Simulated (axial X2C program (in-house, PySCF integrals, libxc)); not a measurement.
## Excited states of AuS⁻ by EOM-EE-CCSD

Calculated with an in-house all-electron X2C program for linear molecules (integrals from PySCF): two-component X2C with atomic mean-field Coulomb and Gaunt terms, Gaussian nuclei, basis Au dyall-acv3z, S dyall-av3z with contracted cores.

R = 2.196 Å (near the PBE0 minimum at charge -1 of the determinant lowest at the starting distance; the state shown can have its own minimum elsewhere).

Hartree–Fock spinors of AuS⁻ (one of each Kramers pair; a window near the gap, which can cut inner shells):

```
  ω  occupied  ε (eV)                    character
3/2       yes   -7.64             93% Au d, 5% S p
1/2       yes   -7.55    76% Au d, 17% S p, 4% S s
5/2       yes   -7.02                     99% Au d
1/2       yes   -3.88   51% S p, 35% Au s, 9% Au d
1/2       yes   -2.79   74% S p, 10% Au p, 9% Au d
3/2       yes   -2.71   76% S p, 10% Au d, 9% Au p
1/2        no    2.14            93% Au p, 6% Au s
1/2        no    2.32                    100% Au p
3/2        no    2.32                    100% Au p
1/2        no    3.29   79% Au s, 16% Au p, 3% S p
1/2        no    4.43  53% Au p, 19% Au s, 14% S p
1/2        no    5.13   76% Au p, 20% Au d, 2% S d
```

Vertical excitation energies from the closed-shell determinant state of AuS⁻:

```json
{"Ω": "2", "excitation (eV)": "0.845", "cm⁻¹": "6817", "hole of the leading pair": "68% S pπ, 18% Au dπ, 9% Au pπ", "particle of the leading pair": "33% Au pσ, 31% Au sσ, 19% S pσ", "weight of the pair (for Ω = 0 its time-reversed partner can hold as much again)": "0.92", "singles weight": "0.93"}
{"Ω": "1", "excitation (eV)": "0.904", "cm⁻¹": "7291", "hole of the leading pair": "69% S pπ, 17% Au dπ, 9% Au pπ", "particle of the leading pair": "33% Au pσ, 31% Au sσ, 19% S pσ", "weight of the pair (for Ω = 0 its time-reversed partner can hold as much again)": "0.64", "singles weight": "0.93"}
{"Ω": "0⁻", "excitation (eV)": "1.000", "cm⁻¹": "8066", "hole of the leading pair": "70% S pπ, 14% Au dπ, 10% Au pπ", "particle of the leading pair": "33% Au pσ, 31% Au sσ, 19% S pσ", "weight of the pair (for Ω = 0 its time-reversed partner can hold as much again)": "0.46", "singles weight": "0.93"}
{"Ω": "0⁺", "excitation (eV)": "1.042", "cm⁻¹": "8404", "hole of the leading pair": "70% S pπ, 14% Au dπ, 10% Au pπ", "particle of the leading pair": "32% Au pσ, 31% Au sσ, 20% S pσ", "weight of the pair (for Ω = 0 its time-reversed partner can hold as much again)": "0.46", "singles weight": "0.92"}
{"Ω": "1", "excitation (eV)": "1.310", "cm⁻¹": "10565", "hole of the leading pair": "71% S pπ, 13% Au dπ, 10% Au pπ", "particle of the leading pair": "34% Au pσ, 33% Au sσ, 18% S pσ", "weight of the pair (for Ω = 0 its time-reversed partner can hold as much again)": "0.63", "singles weight": "0.92"}
{"Ω": "0⁻", "excitation (eV)": "2.441", "cm⁻¹": "19685", "hole of the leading pair": "42% S pσ, 37% Au sσ, 16% Au dσ", "particle of the leading pair": "36% Au pσ, 29% Au sσ, 19% S pσ", "weight of the pair (for Ω = 0 its time-reversed partner can hold as much again)": "0.31", "singles weight": "0.94"}
{"Ω": "1", "excitation (eV)": "2.441", "cm⁻¹": "19690", "hole of the leading pair": "42% S pσ, 36% Au sσ, 16% Au dσ", "particle of the leading pair": "36% Au pσ, 29% Au sσ, 19% S pσ", "weight of the pair (for Ω = 0 its time-reversed partner can hold as much again)": "0.56", "singles weight": "0.94"}
{"Ω": "2", "excitation (eV)": "2.528", "cm⁻¹": "20388", "hole of the leading pair": "75% S pπ, 11% Au dπ, 9% Au pπ", "particle of the leading pair": "96% Au pσ", "weight of the pair (for Ω = 0 its time-reversed partner can hold as much again)": "0.92", "singles weight": "0.92"}
{"Ω": "1", "excitation (eV)": "2.533", "cm⁻¹": "20434", "hole of the leading pair": "75% S pπ, 11% Au dπ, 9% Au pπ", "particle of the leading pair": "96% Au pσ", "weight of the pair (for Ω = 0 its time-reversed partner can hold as much again)": "0.92", "singles weight": "0.92"}
{"Ω": "2", "excitation (eV)": "2.534", "cm⁻¹": "20442", "hole of the leading pair": "75% S pπ, 11% Au dπ, 9% Au pπ", "particle of the leading pair": "95% Au pπ", "weight of the pair (for Ω = 0 its time-reversed partner can hold as much again)": "0.92", "singles weight": "0.92"}
{"Ω": "3", "excitation (eV)": "2.536", "cm⁻¹": "20454", "hole of the leading pair": "75% S pπ, 11% Au dπ, 9% Au pπ", "particle of the leading pair": "97% Au pπ", "weight of the pair (for Ω = 0 its time-reversed partner can hold as much again)": "0.92", "singles weight": "0.92"}
{"Ω": "0⁻", "excitation (eV)": "2.558", "cm⁻¹": "20634", "hole of the leading pair": "75% S pπ, 11% Au dπ, 9% Au pπ", "particle of the leading pair": "98% Au pπ", "weight of the pair (for Ω = 0 its time-reversed partner can hold as much again)": "0.35", "singles weight": "0.93"}
{"Ω": "0⁺", "excitation (eV)": "2.564", "cm⁻¹": "20677", "hole of the leading pair": "75% S pπ, 11% Au dπ, 9% Au pπ", "particle of the leading pair": "98% Au pπ", "weight of the pair (for Ω = 0 its time-reversed partner can hold as much again)": "0.45", "singles weight": "0.92"}
```

This point took 2.9 min on 1 thread of Arm Neoverse N1, on a shared host.

Reference electrons by ω block (each with its −ω partner): 1/2: 28, 3/2: 14, 5/2: 5, 7/2: 1. 18 electrons of AuS⁻ correlated (inner shells frozen), 84 natural virtual spinors (a truncated set); levels can be off by some tenths of an eV. Roots sought by Ω: (0: 5, 1: 4, 2: 3, 3: 1); the list ends where they run out and leaves out roots under 60 % singles weight. The solver can skip a root, and states that need a further excitation, which the method places far too high, are missing though they may lie low or lowest. T1 of the reference 0.031 (Lee–Taylor). The highest Hartree–Fock level of the anion lies at -2.71 eV; relaxation, partly offset by correlation, puts the detachment threshold some tenths of an eV to over one eV lower in magnitude, and states above it are held by the basis set and are not bound. Number of frozen shells: Au 5 s, 4 p, 2 d, 1 f; S 2 s, 1 p. Large amplitudes in the reference (orbital relaxation or multireference character) lower the reliability.
